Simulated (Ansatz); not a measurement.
Ansatz (a first-principles code) job for CH₂F, SMILES [CH2]F, multiplicity 2, B3LYP-D3(BJ)/def2-TZVPD. 

Ansatz 0.2 input:
```yaml
crystal:
  periodic: [false, false, false]
  atoms:
    - {symbol: C, position_ang: [-0.64991375, -0.04234441, -0.00000000]}
    - {symbol: F, position_ang: [0.68123099, 0.00731860, 0.00000000]}
    - {symbol: H, position_ang: [-1.11579820, 0.09409953, 0.95463734]}
    - {symbol: H, position_ang: [-1.11579819, 0.09409953, -0.95463734]}
basis:
  gaussian:
    orbitals: def2-TZVPD
hamiltonian:
  xc: b3lyp
  dispersion: d3bj
magnetization: {spin_polarized: true, initial_magnetization: 1}
relax: {f_tol: 0.002, max_steps: 200}
```

Log of the run:

```
WARN ansatz: RAYON_NUM_THREADS=1 ignored (pool sized by the plan → 1); use --threads N
Functional definition: B3LYP
integrals: 0.01 GiB planned
473 factors; their error is unknown
mean field: 0.24 GiB planned
mean field evaluation 1: about -3784.4708 eV, gradient 2.0e1 eV
mean field evaluation 2: about -3784.7123 eV, gradient 1.8e1 eV
mean field evaluation 4: about -3786.1164 eV, gradient 9.8e-1 eV
mean field evaluation 8: about -3786.1176 eV, gradient 2.7e-2 eV
mean field -3786.11762459 eV, -139.1372563808 hartree, gradient 2.5e-5 eV, S^2 0.753732; 0 other end points of the search recorded, 0 dependent functions left out
the calculation of the forces begins
reference -3786.11782877 eV, -139.1372638843 hartree; 9, 8 occupied and 86, 87 virtual orbitals, 473 factors
relax step   1: F+E_penalty+E_count = -3786.16002803 eV  Δ(F+E_penalty+E_count) = +0.000e0 eV  max|allowed force component| = 3.402e-1 eV/Å  Δτ_max = 0.0000 Å  (30 SCF iters, accepted)
these checks for a lower state are left out or cut short: starts, cluster_reference, orbital_swaps, neighbouring_geometries, increment
integrals: 0.01 GiB planned
473 factors; their error is unknown
mean field: 0.24 GiB planned
mean field evaluation 16: about -3786.1185 eV, gradient 1.0e0 eV
mean field -3786.12193697 eV, -139.1374148581 hartree, gradient 2.4e-5 eV, S^2 0.753685; 0 other end points of the search recorded, 0 dependent functions left out
the calculation of the forces begins
reference -3786.12214170 eV, -139.1374223817 hartree; 9, 8 occupied and 86, 87 virtual orbitals, 473 factors
relax step   2: F+E_penalty+E_count = -3786.16433053 eV  Δ(F+E_penalty+E_count) = -4.303e-3 eV  max|allowed force component| = 1.544e-1 eV/Å  Δτ_max = 0.0158 Å  (34 SCF iters, accepted)
these checks for a lower state are left out or cut short: starts, cluster_reference, orbital_swaps, neighbouring_geometries, increment
integrals: 0.01 GiB planned
473 factors; their error is unknown
mean field: 0.24 GiB planned
mean field -3786.12263029 eV, -139.1374403370 hartree, gradient 2.5e-5 eV, S^2 0.753603; 0 other end points of the search recorded, 0 dependent functions left out
the calculation of the forces begins
reference -3786.12283553 eV, -139.1374478794 hartree; 9, 8 occupied and 86, 87 virtual orbitals, 473 factors
relax step   3: F+E_penalty+E_count = -3786.16502101 eV  Δ(F+E_penalty+E_count) = -6.905e-4 eV  max|allowed force component| = 2.015e-2 eV/Å  Δτ_max = 0.0161 Å  (34 SCF iters, accepted)
these checks for a lower state are left out or cut short: starts, cluster_reference, orbital_swaps, neighbouring_geometries, increment
integrals: 0.01 GiB planned
473 factors; their error is unknown
mean field: 0.24 GiB planned
mean field evaluation 32: about -3786.1244 eV, gradient 4.1e-1 eV
mean field -3786.12269356 eV, -139.1374426623 hartree, gradient 2.5e-5 eV, S^2 0.753642; 0 other end points of the search recorded, 0 dependent functions left out
the calculation of the forces begins
reference -3786.12289867 eV, -139.1374502000 hartree; 9, 8 occupied and 86, 87 virtual orbitals, 473 factors
relax step   4: F+E_penalty+E_count = -3786.16508160 eV  Δ(F+E_penalty+E_count) = -6.059e-5 eV  max|allowed force component| = 8.909e-3 eV/Å  Δτ_max = 0.0057 Å  (35 SCF iters, accepted)
these checks for a lower state are left out or cut short: starts, cluster_reference, orbital_swaps, neighbouring_geometries, increment
integrals: 0.01 GiB planned
473 factors; their error is unknown
mean field: 0.24 GiB planned
mean field -3786.12269536 eV, -139.1374427283 hartree, gradient 2.5e-5 eV, S^2 0.753636; 0 other end points of the search recorded, 0 dependent functions left out
the calculation of the forces begins
reference -3786.12290047 eV, -139.1374502662 hartree; 9, 8 occupied and 86, 87 virtual orbitals, 473 factors
relax step   5: F+E_penalty+E_count = -3786.16508423 eV  Δ(F+E_penalty+E_count) = -2.631e-6 eV  max|allowed force component| = 1.436e-3 eV/Å  Δτ_max = 0.0007 Å  (35 SCF iters, accepted)
integrals: 0.01 GiB planned
473 factors; their error is unknown
mean field: 0.24 GiB planned
mean field evaluation 64: about -3786.1227 eV, gradient 8.5e-4 eV
mean field -3786.12269536 eV, -139.1374427283 hartree, gradient 2.5e-5 eV, S^2 0.753636; 1 other end points of the search recorded, 0 dependent functions left out
the calculation of the forces begins
reference -3786.12290047 eV, -139.1374502662 hartree; 9, 8 occupied and 86, 87 virtual orbitals, 473 factors
Total energy: -3786.16528935 eV, -139.1390080286 hartree
Atom 0 at    -0.651102    -0.069201    -0.000000 Å, force    -0.001436    -0.000070    -0.000000 eV/Å
Atom 1 at     0.686983     0.014105    -0.000000 Å, force     0.001234     0.000095    -0.000000 eV/Å
Atom 2 at    -1.118080     0.104135     0.958471 Å, force     0.000101    -0.000012     0.000048 eV/Å
Atom 3 at    -1.118080     0.104135    -0.958471 Å, force     0.000101    -0.000012    -0.000048 eV/Å
Dipole moment:    -0.266359     0.059494    -0.000000 e Å
```

Self-consistency was reached.

Cost: around 7 core-seconds (rough).
